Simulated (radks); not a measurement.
Q: Valence configurations of the technetium ion Tc+ (all share [Kr]). Method: Dirac Kohn-Sham, PBE, spin-unpolarised, spherical densities, finite nucleus; open shells are shared between the two j in proportion to 2j + 1; Fermi nuclear charge, rms radius 4.4112 fm; computed with a radial shooting solver on a logarithmic mesh with Libxc functionals. Order these by energy: 4d4 5s1 5p1; 4d4.5 5s1.5; 4d4 5s2; 4d4.5 5s1 5p0.5; 4d6; 4d5 5s1; 4d4 5p2; 4d5 5p1; 4d3 5s2 5p1; 4d5 5s0.5 5p0.5.

A: From the lowest, in eV above it: 4d6 0.000; 4d5 5s1 1.987; 4d4.5 5s1.5 3.531; 4d5 5s0.5 5p0.5 4.261; 4d4 5s2 5.475; 4d4.5 5s1 5p0.5 5.907; 4d5 5p1 6.564; 4d4 5s1 5p1 10.463; 4d4 5p2 15.557; 4d3 5s2 5p1 16.066. NIST lists [Kr] 4d5 5s1 as the ground configuration; this level of theory puts 4d6 lower, by 1.987 eV. The energies are those of spherical spin-averaged densities, not of single terms.
